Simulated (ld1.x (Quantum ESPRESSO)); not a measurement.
## calcium (Ca), TM: configuration errors across variants

| Quantity | Value |
| --- | --- |
| Element | calcium |
| Generator | ld1.x (Quantum ESPRESSO) 7.5 |
| Type | norm-conserving Troullier–Martins (Kleinman–Bylander form) |
| Functional | PBE |
| Relativity | scalar-relativistic |
| Frozen core | [Ne] 3s2 |
| Valence charge | 8 |
| Reference configuration | 3p6 3d0 4s2 4p0 |
| Partial waves | 4s (bound): rc 3.40 bohr; 3d (bound, empty): rc 3.00 bohr; 3p (bound): rc 1.65 bohr |
| Local potential | the p channel |
| Core correction | a·sin(br)/r model core inside 1.45 bohr |

All-electron excitation energies from the reference (eV): (1) 3p6 3d0 4s1 4p0 6.309; (2) 3p6 3d0 4s0 4p0 18.130; (3) 3p6 3d0 4s1.5 4p0 2.504; (4) 3p6 3d1 4s1 4p0 2.282; (5) 3p6 3d0 4s1 4p1 2.422; (6) 3p6 3d0.5 4s1.5 4p0 1.053; (7) 3p6 3d0 4s0 4p1 9.357.

3 further variants failed, have other tests or another functional or relativity, and are left out.

A true bound ghost makes a file unfit for plane-wave use even where its test errors are small: the radial tests pick states by their node count and pass the ghost by.

Errors AE − PS in meV (a dash: test not solved or not reliable):

| change | (1) | (2) | (3) | (4) | (5) | (6) | (7) | bound ghosts |
| --- | --- | --- | --- | --- | --- | --- | --- | --- |
| base | +1.8 | +2.9 | +0.4 | +21 | +9.0 | +9.3 | +16 | s |
| wave 3p (bound): rc 1.65 bohr becomes 3p (bound): rc 1.24 bohr | +1.1 | +3.0 | +0.2 | +21 | +2.4 | +8.9 | +4.4 | s |
| all radii but the core radius scaled by about 1.34 (s 4.56, p 2.22, d 4.02 bohr) | -10 | -106 | -1.4 | +157 | -25 | +55 | -91 | s |

**Question.** Give the same row for: core correction none.

**Answer.** +4.7, +45, +0.7, +34, +11, +14, +30; bound ghosts: s.
